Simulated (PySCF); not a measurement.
Cl3Sb. Atoms are numbered in the order given.

```xyz
4

Sb     0.0000     0.0000     0.5806
Cl    -1.8035    -1.0413    -0.5806
Cl     0.0000     2.0825    -0.5806
Cl     1.8035    -1.0413    -0.5806
```
Charge 0, spin multiplicity 1.

Coordinates come from a B3LYP-D3(BJ)/def2-SVP optimisation. The isomer is the one that the SMILES or the coordinates give; other isomers of the formula were not compared. The def2 effective core potentials stand for the cores of Sb; spin–orbit coupling is left out.

Method: IEF-PCM-ωB97X/def2-SVP (PySCF 2.14.0).

The values are the electrostatic part of the solvation free energy, E(continuum) − E(gas) at the gas-phase geometry, in a cavity of scaled van der Waals radii (PySCF's table); cavitation and dispersion terms are not included. A continuum can't describe solvent molecules that bind to the metal. In vacuum the orbital gap is 10.57 eV. The dipole moment in vacuum is 3.23 D.

**Question.** Estimate the values in water (ε = 78.36), tetrahydrofuran (ε = 7.43), toluene (ε = 2.37). (An estimate is asked for; the answer gives what the named calculation found.)

**Answer.** 
| solvent | ε | ΔG(elec) (kcal/mol) | dipole (D) | gap (eV) |
|---|---|---|---|---|
| water | 78.36 | -6.2 | 4.43 | 10.75 |
| tetrahydrofuran | 7.43 | -4.9 | 4.17 | 10.71 |
| toluene | 2.37 | -2.7 | 3.74 | 10.65 |
